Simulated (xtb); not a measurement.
A run for xtb: GFN2-xTB on HIZn (SMILES [ZnH][I]), a point of a bond scan (R = 1.378 Å).

```
$ xtb mol.xyz --gfn 2 --sp --chrg 0 --uhf 0
3

Zn    -0.00000000    -0.00000000    -1.52518202
H     -0.00000000    -0.00000000    -2.90287262
I      0.00000000     0.00000000     0.92097000
```

Output:

```
[...]
           -------------------------------------------------
          |                Calculation Setup                |
           -------------------------------------------------



           -------------------------------------------------
          |                 G F N 2 - x T B                 |
           -------------------------------------------------

        Reference                      10.1021/acs.jctc.8b01176
      * Hamiltonian:
        H0-scaling (s, p, d)           1.850000    2.230000    2.230000
        zeta-weighting                 0.500000
      * Dispersion:
        s8                             2.700000
        a1                             0.520000
        a2                             5.000000
        s9                             5.000000
      * Repulsion:
        kExp                           1.500000    1.000000
        rExp                           1.000000
      * Coulomb:
        alpha                          2.000000
        third order                    shell-resolved
        anisotropic                    true
        a3                             3.000000
        a5                             4.000000
        cn-shift                       1.200000
        cn-exp                         4.000000
        max-rad                        5.000000


          ...................................................
          :                      SETUP                      :
          :.................................................:
          :  # basis functions                  15          :
          :  # atomic orbitals                  14          :
          :  # shells                            6          :
          :  # electrons                        10          :
          :  max. iterations                   250          :
          :  Hamiltonian                  GFN2-xTB          :
          :  restarted?                      false          :
          :  GBSA solvation                  false          :
          :  PC potential                    false          :
          :  electronic temp.          300.0000000     K    :
          :  accuracy                    1.0000000          :
          :  -> integral cutoff          0.2500000E+02      :
          :  -> integral neglect         0.1000000E-07      :
          :  -> SCF convergence          0.1000000E-05 Eh   :
          :  -> wf. convergence          0.1000000E-03 e    :
          :  Broyden damping             0.4000000          :
          :  net charge                          0          :
          :  unpaired electrons                  0          :
          ...................................................

 iter      E             dE          RMSdq      gap      omega  full diag
   1     -4.8651092 -0.486511E+01  0.322E+01    6.00       0.0  T
   2     -4.8981157 -0.330065E-01  0.109E+01    8.32       1.0  T
   3     -4.8758280  0.222877E-01  0.124E+01    6.82       1.0  T
   4     -4.9406063 -0.647783E-01  0.467E+00    7.31       1.0  T
   5     -4.9448045 -0.419819E-02  0.109E+00    7.40       1.0  T
   6     -4.9446219  0.182666E-03  0.105E+00    7.39       1.0  T
   7     -4.9449740 -0.352084E-03  0.269E-01    7.45       1.0  T
   8     -4.9450038 -0.298442E-04  0.109E-01    7.43       1.0  T
   9     -4.9450075 -0.366762E-05  0.150E-02    7.44       3.9  T
  10     -4.9450075 -0.710775E-08  0.140E-02    7.44       4.1  T
  11     -4.9450076 -0.810568E-07  0.220E-03    7.44      26.3  T
  12     -4.9450076 -0.667607E-08  0.628E-04    7.44      92.0  T
  13     -4.9450076 -0.103372E-09  0.296E-05    7.44    1951.2  T

   *** convergence criteria satisfied after 13 iterations ***

         #    Occupation            Energy/Eh            Energy/eV
      -------------------------------------------------------------
         1        2.0000           -0.7376461             -20.0724
         2        2.0000           -0.5422569             -14.7556
         3        2.0000           -0.4421316             -12.0310
         4        2.0000           -0.4259884             -11.5917
         5        2.0000           -0.4259884             -11.5917 (HOMO)
         6                         -0.1525465              -4.1510 (LUMO)
         7                         -0.1177432              -3.2040
         8                         -0.1177432              -3.2040
         9                          0.0283567               0.7716
        10                          0.0283567               0.7716
       ...                                ...                  ...
        14                          1.3198757              35.9156
      -------------------------------------------------------------
                  HL-Gap            0.2734419 Eh            7.4407 eV
             Fermi-level           -0.2892675 Eh           -7.8714 eV

 SCC (total)                   0 d,  0 h,  0 min,  0.002 sec
 SCC setup                      ...        0 min,  0.000 sec (  2.844%)
 Dispersion                     ...        0 min,  0.000 sec (  0.847%)
 classical contributions        ...        0 min,  0.000 sec (  0.396%)
 integral evaluation            ...        0 min,  0.000 sec ( 18.264%)
 iterations                     ...        0 min,  0.001 sec ( 59.111%)
 molecular gradient             ...        0 min,  0.000 sec ( 14.037%)
 printout                       ...        0 min,  0.000 sec (  4.049%)

         :::::::::::::::::::::::::::::::::::::::::::::::::::::
         ::                     SUMMARY                     ::
         :::::::::::::::::::::::::::::::::::::::::::::::::::::
         :: total energy              -4.927656060484 Eh    ::
         :: gradient norm              0.041247126330 Eh/a0 ::
         :: HOMO-LUMO gap              7.440732652354 eV    ::
         ::.................................................::
         :: SCC energy                -4.945007587128 Eh    ::
         :: -> isotropic ES            0.040187628173 Eh    ::
         :: -> anisotropic ES          0.002109170038 Eh    ::
         :: -> anisotropic XC         -0.010316917570 Eh    ::
         :: -> dispersion             -0.001285134989 Eh    ::
         :: repulsion energy           0.017351526645 Eh    ::
         :: add. restraining           0.000000000000 Eh    ::
         :: total charge              -0.000000000000 e     ::
         :::::::::::::::::::::::::::::::::::::::::::::::::::::

           -------------------------------------------------
          |                Property Printout                |
           -------------------------------------------------

    * Orbital Energies and Occupations

         #    Occupation            Energy/Eh            Energy/eV
      -------------------------------------------------------------
         1        2.0000           -0.7376461             -20.0724
         2        2.0000           -0.5422569             -14.7556
         3        2.0000           -0.4421316             -12.0310
         4        2.0000           -0.4259884             -11.5917
         5        2.0000           -0.4259884             -11.5917 (HOMO)
         6                         -0.1525465              -4.1510 (LUMO)
         7                         -0.1177432              -3.2040
         8                         -0.1177432              -3.2040
         9                          0.0283567               0.7716
        10                          0.0283567               0.7716
        11                          0.0455010               1.2381
        12                          0.0455010               1.2381
        13                          0.1686989               4.5905
        14                          1.3198757              35.9156
      -------------------------------------------------------------
Note: The following floating-point exceptions are signalling: IEEE_DENORMAL
normal termination of xtb
                  HL-Gap            0.2734419 Eh            7.4407 eV
             Fermi-level           -0.2892675 Eh           -7.8714 eV

     #   Z          covCN         q      C6AA      α(0)
     1  30 Zn       1.735     0.230   122.492    21.620
     2   1 H        0.900    -0.048     4.052     3.150
     3  53 I        0.835    -0.182   385.261    33.884

 Mol. C6AA /au·bohr⁶  :       1065.728545
 Mol. C8AA /au·bohr⁸  :      85467.564561
 Mol. α(0) /au        :         58.653562


Wiberg/Mayer (AO) data.
largest (>0.10) Wiberg bond orders for each atom

 ---------------------------------------------------------------------------
     #   Z sym  total        # sym  WBO       # sym  WBO       # sym  WBO
 ---------------------------------------------------------------------------
     1  30 Zn   1.925 --     3 I    1.091     2 H    0.834
     2   1 H    0.998 --     1 Zn   0.834     3 I    0.164
     3  53 I    1.255 --     1 Zn   1.091     2 H    0.164
 ---------------------------------------------------------------------------

Topologies differ in total number of bonds
Writing topology from bond orders to xtbtopo.mol

molecular dipole:
                 x           y           z       tot (Debye)
 q only:        0.000       0.000      -0.717
   full:       -0.000      -0.000      -2.184       5.552
molecular quadrupole (traceless):
                xx          xy          yy          xz          yz          zz
 q only:        0.043       0.000       0.043       0.000       0.000      -0.086
  q+dip:        2.313       0.000       2.313      -0.000      -0.000      -4.625
   full:        3.652      -0.000       3.652      -0.000      -0.000      -7.305


           -------------------------------------------------
          | TOTAL ENERGY               -4.927656060484 Eh   |
          | GRADIENT NORM               0.041247126330 Eh/α |
          | HOMO-LUMO GAP               7.440732652354 eV   |
           -------------------------------------------------

------------------------------------------------------------------------
------------------------------------------------------------------------
 total:
 SCF:
```

The run finished.

Cost: about 0.03 core-seconds (a rough figure).
